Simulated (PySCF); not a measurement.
# How methods differ on the ionisation energy of Sm

Sm [Xe] 4f6 6s2 [4f5/2^6, M_J = 0] → Sm⁺ [Xe] 4f6 6s1 [4f5/2^6 6s1/2^1, M_J = 1/2], as a difference of total energies. All numbers are calculated (PySCF 2.14, the two-component X2C-1e Hamiltonian, in x2c-TZVPall-2c with one added diffuse shell each of s, p, d, f type (12s12p11d5f1g, 147 functions)). Correlated levels: [Ar] 3d10 frozen; the 18 highest virtual spinors dropped. "Screened" scales the spin-orbit matrix elements by Boettger's factors to mimic the two-electron term; Breit and QED terms are absent.

```tsv
method	ionisation energy (eV)
GHF (spin-free)	4.588
GMP2 (spin-free)	5.527
GHF (screened spin-orbit)	4.589
GMP2 (screened spin-orbit)	5.529
```

Task: How much does correlation contribute at GMP2 (screened spin-orbit)?

Result: 5.529 − (4.589) = 0.940 eV, measured against GHF (screened spin-orbit).

The spin-free rows relax to the high-spin LS determinant and lack the spin-orbit shift.

The labels give the starting determinants; with spin-orbit coupling the two ends relaxed to ⟨J²⟩ = 5.51, ⟨L²⟩ = 11.92, ⟨S²⟩ = 11.91 and ⟨J²⟩ = 6.26, ⟨L²⟩ = 11.92, ⟨S²⟩ = 15.63.

The determinant of Sm and of Sm⁺ mixes levels of different J (the jj label is only the starting occupation), so the difference between spin-free and spin-orbit rows is not the physical spin-orbit shift.

For comparison: 5.644 eV (measured; NIST Atomic Spectra Database, ionization energies).
